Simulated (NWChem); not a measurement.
Molecule: CH6O2Si2; SMILES C1O[SiH2][SiH2]O1

```xyz
11

C      0.0000    -0.1161     1.6150
O      1.1700     0.0922     0.8757
Si     1.1695    -0.0125    -0.8073
Si    -1.1695    -0.0125    -0.8073
O     -1.1700     0.0922     0.8757
H      0.0000     0.5938     2.4593
H      0.0000    -1.1490     2.0158
H      1.8842     1.1650    -1.3768
H      1.8431    -1.2588    -1.2842
H     -1.8842     1.1650    -1.3768
H     -1.8431    -1.2588    -1.2842
```
Atoms are numbered in this order, from 1.

Level: PBE0/def2-SVP (NWChem), optimised geometry, unscaled harmonic frequencies. 

```
frequency (cm⁻¹)  IR intensity (km/mol)
----------------  ---------------------
84                                  0.9
93                                  9.0
348                                23.3
374                                25.2
448                                 0.0
593                                 0.0
617                                 2.3
684                                 0.8
693                                43.9
741                                87.4
752                                30.8
753                                25.9
879                               145.8
960                               170.9
973                               114.6
1116                              294.3
1145                               27.4
1191                              277.7
1267                                0.0
1439                               10.4
1528                                7.1
2221                               76.6
2229                              155.1
2246                               67.3
2253                              147.4
3018                              114.9
3100                               47.3
```

| Quantity | Value |
|---|---|
| zero-point energy | 45.4 kcal/mol |
| thermal correction to the enthalpy at 298.15 K (with zero-point energy) | 50.0 kcal/mol |
| heat capacity Cv | 22.7 cal/(mol K) |
| entropy at 298.15 K and 1 atm (symmetry number 1) | 79.9 cal/(mol K) |
| dipole moment | 0.96 D |

Rigid rotor and harmonic oscillator; modes under 100 cm⁻¹ make the entropy uncertain.
